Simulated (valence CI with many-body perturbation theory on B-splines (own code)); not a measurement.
## Hg LXXIV: calculated level list

Level of theory: valence CI with perturbative core correlation (CI+MBPT): five valence electrons over a frozen Dirac-Fock core [He], a basis of 11 s, 11 p, 10 d, 8 f, 5 g, 2 h functions for each j, with the one-electron correlation potential Σ1 (screened to all orders), the two-electron term Σ2, the three-electron term Σ3, Breit, model QED; selected single and double excitations, second order for the rest, scaled by the run's own slope (own B-spline code, finite nucleus).

No measured spectrum was set against this ion. As an estimate, large intervals hold to a few tenths of a per cent, small ones and those within an open d or f shell to about a per cent. Among the levels kept, up to 7500 cm⁻¹ of a level comes from second order outside the variational space, and about a tenth of that is noise between levels of different J, which matters for small intervals.

Levels 136 to 180 of 202, with energies above the lowest level, (2s^2 2p1/2^2 2p3/2) J=3/2. "Leading %" is the weight of the configuration and term that name the level; weights of strongly mixed levels are sums over their largest components and can fall short. In the jj column 3d3/2^4 stands for four electrons in 3d with j = 3/2. Lifetimes count E1, E2, E3, M1 and M2 decay at the calculated energies, and are blank where another channel may lead or the interval is too uncertain; long ones can be off by a factor of two.

```csv
No.,Configuration,Term,J,E (Ry),Leading %,Second component,Lifetime,Leading jj
136,2p⁴3p,²P°,1/2,1131.3,72,19 % 2p⁴3p ⁴D°,820 as,2p1/2^2 2p3/2^2 3p1/2 (98 %)
137,2s2p³3p,⁴P,1/2,1131.4,60,23 % 2s2p³3p ²P,1.64 fs,2s 2p1/2 2p3/2^2 3p3/2 (94 %)
138,2s²2p²3d,²P,3/2,1132.7,39,23 % 2s²2p²3d ²D,358 as,2s^2 2p3/2^2 3d5/2 (87 %)
139,2s²2p²3d,²D,5/2,1132.7,55,15 % 2s²2p²3d ²F,410 as,2s^2 2p3/2^2 3d5/2 (96 %)
140,2s2p³3p,⁴P,3/2,1133.8,33,22 % 2s2p³3p ²D,1.20 fs,2s 2p1/2 2p3/2^2 3p3/2 (90 %)
141,2s2p³3p,⁴F,9/2,1133.9,96,,84.1 fs,2s 2p1/2 2p3/2^2 3p3/2 (96 %)
142,2s2p³3p,⁴D,7/2,1134.0,64,34 % 2s2p³3p ²F,4.02 fs,2s 2p1/2 2p3/2^2 3p3/2 (98 %)
143,2s2p³3p,²P,3/2,1135.7,56,31 % 2s2p³3p ⁴P,1.68 fs,2s 2p1/2 2p3/2^2 3p3/2 (98 %)
144,2s²2p²3d,²D,5/2,1135.8,65,11 % 2s²2p²3d ²F,616 as,2s^2 2p3/2^2 3d5/2 (97 %)
145,2s2p³3p,²D,5/2,1137.2,56,26 % 2s2p³3p ⁴P,1.59 fs,2s 2p1/2 2p3/2^2 3p3/2 (99 %)
146,2s2p³3d,⁶D°,3/2,1139.0,42,21 % 2s2p³3d ⁴D°,3.41 fs,2s 2p1/2 2p3/2^2 3d3/2 (100 %)
147,2s2p³3d,⁶D°,1/2,1139.1,48,17 % 2s2p³3d ⁴D°,2.04 fs,2s 2p1/2 2p3/2^2 3d3/2 (100 %)
148,2s2p³3d,⁶D°,5/2,1139.4,35,29 % 2s2p³3d ⁴F°,2.18 fs,2s 2p1/2 2p3/2^2 3d3/2 (99 %)
149,2s2p³3d,⁴G°,7/2,1140.0,36,25 % 2s2p³3d ⁴D°,1.14 fs,2s 2p1/2 2p3/2^2 3d3/2 (99 %)
150,2s2p³3p,⁴P,3/2,1140.1,31,25 % 2s2p³3p ⁴D,3.86 fs,2s 2p1/2 2p3/2^2 3p3/2 (100 %)
151,2s2p³3p,²P,1/2,1141.4,74,16 % 2s2p³3p ⁴D,17.8 fs,2s 2p1/2 2p3/2^2 3p3/2 (99 %)
152,2s2p³3p,⁴P,5/2,1141.4,52,17 % 2s2p³3p ⁴F,1.96 fs,2s 2p1/2 2p3/2^2 3p3/2 (99 %)
153,2s2p³3p,²F,7/2,1141.8,79,14 % 2s2p³3p ⁴F,2.17 fs,2s 2p1/2 2p3/2^2 3p3/2 (100 %)
154,2s2p³3p,⁴P,3/2,1142.0,37,21 % 2s2p³3p ²P,3.91 fs,2s 2p1/2 2p3/2^2 3p3/2 (100 %)
155,2s2p³3p,²D,5/2,1142.5,48,18 % 2s2p³3p ⁴D,9.77 fs,2s 2p1/2 2p3/2^2 3p3/2 (99 %)
156,2s2p³3d,²G°,9/2,1142.5,46,42 % 2s2p³3d ⁴G°,55.0 fs,2s 2p1/2 2p3/2^2 3d3/2 (99 %)
157,2s2p³3p,²D,3/2,1143.1,36,23 % 2s2p³3p ²P,2.59 fs,2s 2p1/2 2p3/2^2 3p3/2 (100 %)
158,2s2p³3p,²P,1/2,1143.3,46,20 % 2s2p³3p ²S,1.41 fs,2s 2p1/2 2p3/2^2 3p3/2 (98 %)
159,2s2p³3p,²D,5/2,1143.4,49,20 % 2s2p³3p ⁴D,11.8 fs,2s 2p1/2 2p3/2^2 3p3/2 (99 %)
160,2s2p³3d,⁴F°,7/2,1143.4,40,28 % 2s2p³3d ²F°,524 as,2s 2p1/2 2p3/2^2 3d3/2 (98 %)
161,2s2p³3d,⁴D°,5/2,1143.8,40,30 % 2s2p³3d ⁴P°,442 as,2s 2p1/2 2p3/2^2 3d3/2 (99 %)
162,2s2p³3d,⁴P°,3/2,1144.3,44,30 % 2s2p³3d ⁴S°,371 as,2s 2p1/2 2p3/2^2 3d3/2 (99 %)
163,2s2p³3p,²P,1/2,1145.5,61,29 % 2s2p³3p ⁴P,3.82 fs,2s 2p1/2 2p3/2^2 3p3/2 (100 %)
164,2s2p³3p,²D,3/2,1145.5,48,30 % 2s2p³3p ²P,3.89 fs,2s 2p1/2 2p3/2^2 3p3/2 (99 %)
165,2s2p³3d,⁴F°,3/2,1147.9,63,12 % 2s2p³3d ²D°,2.79 fs,2s 2p1/2 2p3/2^2 3d3/2 (97 %)
166,2s2p³3d,⁶D°,9/2,1149.1,51,24 % 2s2p³3d ⁴G°,146 fs,2s 2p1/2 2p3/2^2 3d5/2 (100 %)
167,2s2p³3d,⁴D°,1/2,1149.3,80,8 % 2s2p³3d ⁴P°,2.48 fs,2s 2p1/2 2p3/2^2 3d3/2 (81 %)
168,2s2p³3d,⁶D°,7/2,1149.5,29,16 % 2s2p³3d ⁴D°,15.4 fs,2s 2p1/2 2p3/2^2 3d5/2 (85 %)
169,2s2p³3d,⁴G°,5/2,1149.8,29,17 % 2s2p³3d ²F°,3.28 fs,2s 2p1/2 2p3/2^2 3d3/2 (98 %)
170,2s2p³3d,⁴D°,3/2,1149.9,37,28 % 2s2p³3d ⁴F°,2.22 fs,2s 2p1/2 2p3/2^2 3d3/2 (99 %)
171,2s2p³3d,²G°,7/2,1150.1,61,22 % 2s2p³3d ⁴D°,13.8 fs,2s 2p1/2 2p3/2^2 3d3/2 (84 %)
172,2s2p³3d,⁴F°,5/2,1150.8,30,24 % 2s2p³3d ²F°,4.51 fs,2s 2p1/2 2p3/2^2 3d3/2 (92 %)
173,2s2p³3d,²P°,1/2,1151.4,44,15 % 2s2p³3d ²S°,439 as,2s 2p1/2 2p3/2^2 3d3/2 (80 %)
174,2s2p³3d,²F°,5/2,1151.7,43,18 % 2s2p³3d ²D°,453 as,2s 2p1/2 2p3/2^2 3d3/2 (88 %)
175,2s2p³3d,⁴D°,3/2,1151.9,26,18 % 2s2p³3d ²P°,405 as,2s 2p1/2 2p3/2^2 3d3/2 (92 %)
176,2s2p³3d,²D°,3/2,1152.2,42,28 % 2s2p³3d ²P°,411 as,2s 2p1/2 2p3/2^2 3d3/2 (91 %)
177,2s2p³3d,⁴D°,1/2,1152.3,46,19 % 2s2p³3d ²P°,692 as,2s 2p1/2 2p3/2^2 3d5/2 (60 %)
178,2s2p³3d,⁴G°,11/2,1152.5,100,,178 fs,2s 2p1/2 2p3/2^2 3d5/2 (100 %)
179,2s2p³3d,⁴F°,9/2,1152.8,69,29 % 2s2p³3d ²G°,81.0 fs,2s 2p1/2 2p3/2^2 3d5/2 (100 %)
180,2s2p³3d,⁴D°,5/2,1152.9,39,22 % 2s2p³3d ²F°,409 as,2s 2p1/2 2p3/2^2 3d5/2 (81 %)
```
